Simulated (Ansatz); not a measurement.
`C[Si](Cl)(Cl)[GeH3]` + `[CH3][GeH3]` → `[GeH3][CH2][GeH3]` + `C[SiH](Cl)Cl` at 500 K and 1 bar (formal exchange of groups at a Ge–Si bond).

Program: Ansatz. Geometries: PBE0-D4/def2-TZVP. ΔE: electronic, gas phase. CCSD(T)/CBS adds triple-zeta CCSD(T) − MP2 to the extrapolated MP2 energy (def2 sets, frozen cores). For Ge outer-core shells are correlated without core-valence functions, which leaves a few kJ/mol of doubt a bond. Scalar relativity is left out up to krypton.

```
              species  CCSD(T)/CBS energy (Eh)  H − E (kJ/mol)  S (J/(mol·K))
`C[Si](Cl)(Cl)[GeH3]`              -3326.53256           226.1          482.3
        `[CH3][GeH3]`              -2117.76728           187.1          312.2
  `[GeH3][CH2][GeH3]`              -4195.07612           238.9          410.1
       `C[SiH](Cl)Cl`              -1249.21450           168.0          382.4
```

H − E and S are ideal-gas, rigid-rotor, harmonic terms from PBE0-D4/def2-TZVP. 1 Eh = 2625.50 kJ/mol, R = 8.31446 J/(mol·K).

Task: By hand: ΔE, ΔH, ΔS and ΔG.

Result: ΔE = (-4195.07612) + (-1249.21450) − (-3326.53256) − (-2117.76728) = 0.00922 Eh = 24.2 kJ/mol. Δ(H − E) = 238.9 + 168.0 − 226.1 − 187.1 = -6.3, so ΔH = 17.9 kJ/mol. ΔS = 410.1 + 382.4 − 482.3 − 312.2 = -2.0 J/(mol·K). ΔG = 17.9 − 500 × (-2.0)/1000 = 18.9 kJ/mol.

Task: By hand: the equilibrium constant, and the temperature at which ΔG would vanish if ΔH and ΔS stayed fixed.

Result: log₁₀ K = −ΔG/(RT ln 10) = -2.0. ΔH and −TΔS have one sign here, so there is no such temperature. One of them is within its doubt of zero, so this could turn.

The number of gas molecules stays the same, so ΔS is small and ΔH decides. A doubt of 5 kJ/mol in ΔE shifts log₁₀ K by 0.5 here. These are equilibria of isolated gas molecules and say nothing of rates. Largest T1 diagnostic: 0.011 (customary marks: 0.02 for closed shells, 0.045 for open ones).
